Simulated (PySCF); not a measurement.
A GIAO shielding run with PySCF 2.14.0 with density-fitted response routines (density fitting, non-relativistic, gas phase) on SMILES O[SiH2]C[SiH2]C(F)(F)F, C2H7F3OSi2:

```
$ OMP_NUM_THREADS=1 python probes_run.py task.json out

{"job": {"kind": "nmr", "xc": "PBE0", "basis": "pcSseg-1"}, "charge": 0, "multiplicity": 1}
O      1.760582     0.615919     1.610442
Si     1.966719    -0.182065     0.223098
C      0.419417    -1.226573    -0.249737
Si    -1.067278    -0.323660    -0.969764
C     -1.704240     0.888455     0.420627
F     -1.938756     0.269771     1.597156
F     -0.816451     1.876033     0.709408
F     -2.849706     1.513818     0.092024
H      1.079899     1.269142     1.754257
H      3.066940    -1.072474     0.566190
H      2.258414     0.714858    -0.896794
H      0.731069    -1.980070    -0.971336
H      0.104925    -1.774889     0.640824
H     -0.774512     0.577096    -2.084195
H     -2.241436    -1.157370    -1.233905
```

Hardware: 1 thread of an Intel Xeon Platinum 8259CL, shared host. The job also computes population analyses, field gradients.

**Question.** How large is the calculation?

**Answer.** 82 electrons, 185 basis functions and 1010 auxiliary functions.

**Question.** How long does it take, and how much memory does it need?

**Answer.** 37 s of wall time, with 13 SCF cycles and 4 response iterations; peak memory 0.83 GiB. Times on a shared host scatter by some tens of per cent.
